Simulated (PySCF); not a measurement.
Si(OH)(NH2)3 (H7N3OSi), SMILES [Si](N)(N)(N)O. Geometry: B3LYP-D3(BJ)/def2-SVP. One conformer was computed; it need not be the lowest.

Q: Give the equilibrium geometry at B3LYP-D3(BJ)/def2-SVP (PySCF confirms it by a frequency run) as a Z-matrix. (An estimate is asked for; the answer gives what the named calculation found.)

A: One answer among several that fit: 
```
Si
O 1 1.6748
H 2 0.9644 1 113.81
N 1 1.7173 2 110.22 3 -86.48
H 4 1.0127 1 123.33 2 42.63
H 4 1.0128 5 112.86 1 -162.87
N 1 1.7265 2 111.54 3 157.09
H 7 1.0156 1 118.22 2 -80.57
H 7 1.0166 8 110.15 1 -140.48
N 1 1.7353 2 105.12 3 35.10
H 10 1.0155 1 118.77 2 -161.82
H 10 1.0162 11 110.45 1 145.12
```
